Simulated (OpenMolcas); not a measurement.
# Levels of Ne4+ by method

```
Program             : OpenMolcas 26.06
Basis               : ANO-RCC-VTZP [4s3p2d1f]
Scalar Hamiltonian  : DKH2, point nucleus
Active space        : 2 electrons in 3 orbitals (2p)
State averaging     : 2S+1 = 3 even, 3 roots; 2S+1 = 1 even, 6 roots
Spin-orbit coupling : RASSI with atomic mean-field integrals over the reference wave functions, term energies averaged over their components
```

Methods on the same reference wave functions:
A. CASSCF
B. SS-CASPT2, IPEA 0.25 Eh, imaginary shift 0.1 Eh (closed shells correlated: 1s 2s)
C. XMS-CASPT2, IPEA 0.25 Eh, imaginary shift 0.1 Eh (closed shells correlated: 1s 2s)

Energies in cm-1 above 2s2 2p2 3P0, the measured ground level; measured values from NIST levels in Podobedova, Fuhr, Reader and Wiese, J. Phys. Chem. Ref. Data 33, 525 (2004).

```csv
Level,A,B,C,Measured
2s2 2p2 3P0,0.0,0.0,0.0,0.0
2s2 2p2 3P1,410,412,412,412
2s2 2p2 3P2,1189,1191,1190,1110
2s2 2p2 1D2,32800,30880,30940,30292
2s2 2p2 1S0,80404,68940,70380,63914
```

Deviations, from unrounded energies. A percentage is the sum of absolute deviations over the sum of measured energies, with the sign that they share, or ± where signs differ.

```csv
Against measurement,Levels,A,B,C
mean absolute deviation (cm-1),4,4800,1400,1800
fine structure of the ground term (%),2,±5.4,±5.3,±5.3
other terms of the ground configuration (%),2,+20.2,+6.0,+7.6
```

B lies closest to measurement on these levels and A furthest from it. The largest miss of B in the table is 2s2 2p2 1S0, by +5000 cm-1. The ranking rests on the paired levels alone, and a cruder setting can come out closer through cancelling errors.

Between B and C the level of the table that moves most is 2s2 2p2 1S0, by 1400 cm-1 (lowest in B, highest in C). Moves below CASPT2's spread within the term are not significant.

From A to B the spin-free energies of the other terms of 2s2 2p2 shown, above 3P, scale by factors of 0.86 to 0.94.

The lowest spin-free term lies below A's lowest term by 0.100 hartree in B, 0.105 hartree in C.

Term energies are means over components that CASPT2 splits; among the terms shown or strongly mixed into the levels shown the widest spread is 360 cm-1 (2s2 2p2 1D, C). With the s shell closed, the reference lacks s² → p² mixing. Computed and measured levels are paired by configuration, term and J; levels that our copy of the source lacks, or whose pairing is in doubt (as where it misses far off the trend of its configuration), stay unpaired and out of the deviations. Only configurations of the active space appear.
